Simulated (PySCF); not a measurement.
## Er⁴¹⁺ (erbium, charge +41) across methods

[Ar] 3d9, 2D determinant. Calculation: PySCF 2.14, in an uncontracted even-tempered set (18 s from 7.7 bohr⁻², ratio 2.5; 13 p from 10 bohr⁻², ratio 2.5; 8 d from 10 bohr⁻², ratio 2.5; 4 f from 44 bohr⁻², ratio 2.7; 3 g from 66 bohr⁻², ratio 2.7); scalar relativity by spin-free X2C-1e.

```csv
method,E (hartree),mean ε 3p β (eV),mean ε 3d α (eV),mean ε 3d β (eV),Σ⟨r²⟩ (bohr²),⟨S²⟩
UHF,-11951.91472,-3711.2,-3298.2,-3290.7,0.8982,0.750
BP86,-11954.86,-3635.5,-3235.0,-3229.6,0.8990,0.750
LDA,-11943.80,-3633.4,-3234.2,-3228.4,0.8998,0.750
PBE0,-11953.27,-3654.5,-3251.1,-3245.1,0.8990,0.750
PBEsol,-11948.90,-3634.0,-3234.2,-3228.6,0.8994,0.750
r2SCAN,-11953.81,-3644.9,-3240.5,-3234.5,0.8986,0.750
```

(1) Estimate the same row for PBE.

Spin-orbit coupling, absent here, splits the open shell strongly.

## Answers

(1) E (hartree) = -11953.21; mean ε 3p β (eV) = -3634.9; mean ε 3d α (eV) = -3234.7; mean ε 3d β (eV) = -3229.2; Σ⟨r²⟩ (bohr²) = 0.8993; ⟨S²⟩ = 0.750.
